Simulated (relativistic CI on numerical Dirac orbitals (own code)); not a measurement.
## Slater and spin-orbit integrals, Ni¹¹⁺

Method of calculation: Dirac-Coulomb-Breit CI, separate exchange-only KLI orbitals for each configuration, a model potential for QED, unscaled Slater integrals (own radial code, finite nucleus).

Slater integrals F^k, G^k are unscaled and averaged over j, outside the closed core [Ne]; ζ comes from projecting the Hamiltonian with its Breit term on Σ l·s of the shell.

- 3s²3p⁵: ζ(3p) = 15896 cm⁻¹; <r>(3p) = 0.6627, <r^2>(3p) = 0.5065 (bohr units).
- 3s²3p⁴3d: F^2(3p,3p) = 151110, ζ(3p) = 15890, F^2(3p,3d) = 149210, G^1(3p,3d) = 172590, G^3(3p,3d) = 111170, ζ(3d) = 1364.9 cm⁻¹; <r>(3p) = 0.6635, <r^2>(3p) = 0.5077, <r>(3d) = 0.6309, <r^2>(3d) = 0.467 (bohr units).
- 3s3p⁵3d: G^1(3s,3p) = 196900, ζ(3p) = 15869, G^2(3s,3d) = 132940, F^2(3p,3d) = 149010, G^1(3p,3d) = 172440, G^3(3p,3d) = 111040, ζ(3d) = 1401.3 cm⁻¹; <r>(3s) = 0.6626, <r^2>(3s) = 0.4998, <r>(3p) = 0.6641, <r^2>(3p) = 0.5088, <r>(3d) = 0.632, <r^2>(3d) = 0.4687 (bohr units).

Averages of the first 10 configurations, taken without configuration mixing, which lowers the lowest level and can move excited configurations by several eV; other configurations of the list can lie among them:

```json
{"Configuration": "3s²3p⁵", "Parity": "odd", "States": "6", "Average energy above the lowest level (eV)": "2.3"}
{"Configuration": "3s3p⁶", "Parity": "even", "States": "2", "Average energy above the lowest level (eV)": "53.2"}
{"Configuration": "3s²3p⁴3d", "Parity": "even", "States": "150", "Average energy above the lowest level (eV)": "66.4"}
{"Configuration": "3s3p⁵3d", "Parity": "odd", "States": "120", "Average energy above the lowest level (eV)": "114.4"}
{"Configuration": "3p⁶3d", "Parity": "even", "States": "10", "Average energy above the lowest level (eV)": "169.0"}
{"Configuration": "3s3p⁴3d²", "Parity": "even", "States": "1350", "Average energy above the lowest level (eV)": "177.6"}
{"Configuration": "3s²3p⁴4s", "Parity": "even", "States": "30", "Average energy above the lowest level (eV)": "172.8"}
{"Configuration": "3s²3p⁴4p", "Parity": "odd", "States": "90", "Average energy above the lowest level (eV)": "188.4"}
{"Configuration": "3s²3p³3d4p", "Parity": "even", "States": "1200", "Average energy above the lowest level (eV)": "252.7"}
{"Configuration": "3p⁶4s", "Parity": "even", "States": "2", "Average energy above the lowest level (eV)": "277.4"}
```
